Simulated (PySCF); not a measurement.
C2H6ClNSn, SMILES C[N](C)[Sn][Cl] (connectivity only; charge and spin as stated), neutral, multiplicity 1. Atoms are numbered in the order given.

```xyz
11

Sn     0.7383     0.3127     0.0000
Cl    -1.0931     1.8858     0.0000
N     -0.4245    -1.3711     0.0000
C      0.2244    -2.6562     0.0000
C     -1.8609    -1.4469     0.0000
H     -0.0480    -3.2571    -0.8900
H     -0.0480    -3.2571     0.8900
H      1.3229    -2.5481     0.0000
H     -2.2362    -1.9889     0.8904
H     -2.2362    -1.9889    -0.8904
H     -2.2988    -0.4391     0.0000
```

Coordinates come from a PBE0-D3(BJ)/def2-SVP optimisation. The structure was generated by enumeration; whether it is a known compound was not checked. The def2 effective core potentials stand for the cores of Sn; spin–orbit coupling is left out. Other conformers were not sampled.

Computed with CAM-B3LYP/def2-TZVP (PySCF).

The molecule is in vacuum.

The total energy is -809.13076 hartree and the point group is Cs. The highest occupied level is -7.87 eV and the lowest empty level comes out as -1.27 eV. The orbital gap comes out as 6.60 eV and the dipole moment comes out as 0.684 e·Å. The quadrupole, principal values (traceless, Buckingham form, about the centre of nuclear charge) is -6.35, 2.92, 3.42 D·Å and the mean static polarisability is 88.0 bohr³ (13.04 Å³). The polarisability, principal values is 62.6, 90.9, 110.5 bohr³.
